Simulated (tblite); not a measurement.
Planning a vibrational analysis on `B[Si@]1(C[SiH3])COC1=C`.

Method: GFN2-xTB harmonic vibrations, gas phase (tblite 0.8.0). Geometry: GFN2-xTB. Work: Hessian by finite differences. The input is one job of a driver script: a line of settings, then coordinates in Å.

Command:
```bash
OMP_NUM_THREADS=1 python probes_run.py task.json out
```

Input:
```
{"job": {"kind": "ir", "xc": "GFN2-xTB", "basis": "xTB"}, "charge": 0, "multiplicity": 1}
B      0.339302     2.373912     0.363648
Si    -0.209792     0.658467    -0.367637
C      1.116000    -0.499426    -1.116956
Si     2.411242    -1.114712     0.131318
C     -1.888095     0.501017    -1.350198
O     -2.529660    -0.193958    -0.268349
C     -1.517125    -0.313810     0.650377
C     -1.619376    -0.942758     1.812319
H     -0.178570     3.382542     0.081173
H      1.198686     2.420838     1.154196
H      1.627967     0.028114    -1.922620
H      0.632163    -1.362033    -1.574960
H      1.765645    -1.869416     1.203367
H      3.119458     0.042123     0.687916
H      3.379108    -1.972419    -0.560730
H     -1.905042    -0.127880    -2.243469
H     -2.441246     1.417083    -1.569374
H     -2.528463    -1.434691     2.116430
H     -0.782005    -0.983743     2.483968
```

Hardware: an Intel Xeon at 2.50 GHz with one thread, no GPU, shared host with 64 logical CPUs at a one-minute load of 62.

Problem. What wall time should be expected on this hardware?

Solution. About 2.9 s. The Hessian needs 6N = 114 gradient evaluations, 25 ms each.

Problem. At this speed, how long would 5000 such jobs take on 96 cores, one job a core?

Solution. 5000/96 gives 53 rounds of 2.9 s, about 2.6 min of wall time and 4 core-hours, if the jobs don't slow each other.

The host was shared with other jobs, so the times are rough.

The run converged: 51 modes from 30 to 3141 cm⁻¹ (unscaled, harmonic); zero-point energy 83.4 kcal/mol; all wavenumbers are real at this level.
